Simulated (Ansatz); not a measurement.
`CB(C)F` + `O[SiH3]` → `CB(F)O[SiH3]` + CH₄ at 400 K and 1 bar (ligand exchange at a B–C bond).

Program: Ansatz. Geometries: PBE0-D4/def2-TZVP. ΔE: electronic, gas phase. CCSD(T)/CBS is the MP2 limit (def2-TZVPP, def2-QZVPP) plus CCSD(T) − MP2 in def2-TZVPP, frozen cores. This one scheme is used for every species. Each species was taken in one conformer, which may not be the lowest.

```csv
species,CCSD(T)/CBS energy (Eh),H − E (kJ/mol),S (J/(mol·K))
`CB(C)F`,-204.38401,236.3,340.2
`O[SiH3]`,-366.69042,120.0,276.4
`CB(F)O[SiH3]`,-530.66692,227.8,398.8
CH₄,-40.46206,131.3,197.2
```

H − E and S are ideal-gas, rigid-rotor, harmonic terms from PBE0-D4/def2-TZVP, for one conformer and one mirror image of each species. 1 Eh = 2625.50 kJ/mol, R = 8.31446 J/(mol·K).

By hand: ΔE, ΔH, ΔS and ΔG.

ΔE = (-530.66692) + (-40.46206) − (-204.38401) − (-366.69042) = -0.05455 Eh = -143.2 kJ/mol. Δ(H − E) = 227.8 + 131.3 − 236.3 − 120.0 = 2.8, so ΔH = -140.4 kJ/mol. ΔS = 398.8 + 197.2 − 340.2 − 276.4 = -20.6 J/(mol·K). ΔG = -140.4 − 400 × (-20.6)/1000 = -132.2 kJ/mol.

By hand: the equilibrium constant, and the temperature at which ΔG would vanish if ΔH and ΔS stayed fixed.

log₁₀ K = −ΔG/(RT ln 10) = 17.3. ΔG = 0 at ΔH/ΔS = 6816 K, far beyond where these terms or the molecules hold.

ΔH outweighs TΔS. A doubt of 5 kJ/mol in ΔE shifts log₁₀ K by 0.7 here. Other conformers and mirror images would add mixing entropy, several J/(mol·K) or more a flexible species. Modes under 60 cm⁻¹, often nearly free rotors, make the harmonic entropy too high. These are equilibria of isolated gas molecules and say nothing of rates. Largest T1 diagnostic: 0.012 (customary marks: 0.02 for closed shells, 0.045 for open ones).
